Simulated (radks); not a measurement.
All-electron atom: the bismuth ion Bi+ in [Hg] 6p2. Method: Dirac Kohn-Sham, LDA (Slater exchange, Perdew-Wang correlation), spin-unpolarised, spherical densities, point nucleus; open shells are shared between the two j in proportion to 2j + 1; computed with a radial shooting solver on a logarithmic mesh with Libxc functionals.

Unscreened Slater integrals over Kohn-Sham orbitals (eV). Large and small components are both included.

| integral | value |
|---|---|
| F0(6p3/2,6p3/2) | 8.5253 |
| F2(6p3/2,6p3/2) | 4.6047 |
| F0(6p3/2,6p1/2) | 8.9988 |
| G2(6p3/2,6p1/2) | 4.6987 |
| F0(6p3/2,6s1/2) | 9.6316 |
| G1(6p3/2,6s1/2) | 5.5622 |
| F0(6p3/2,5d5/2) | 10.592 |
| F2(6p3/2,5d5/2) | 3.1664 |
| G1(6p3/2,5d5/2) | 1.1643 |
| G3(6p3/2,5d5/2) | 0.99540 |
| F0(6p1/2,6p1/2) | 9.5930 |
| F0(6p1/2,6s1/2) | 10.416 |
| G1(6p1/2,6s1/2) | 6.8850 |
| F0(6p1/2,5d5/2) | 11.755 |
| G3(6p1/2,5d5/2) | 1.5248 |
| F0(6s1/2,6s1/2) | 11.559 |
| F0(6s1/2,5d5/2) | 13.679 |
| G2(6s1/2,5d5/2) | 2.9450 |
| F0(5d5/2,5d5/2) | 19.627 |
| F2(5d5/2,5d5/2) | 10.244 |
| F4(5d5/2,5d5/2) | 6.8422 |
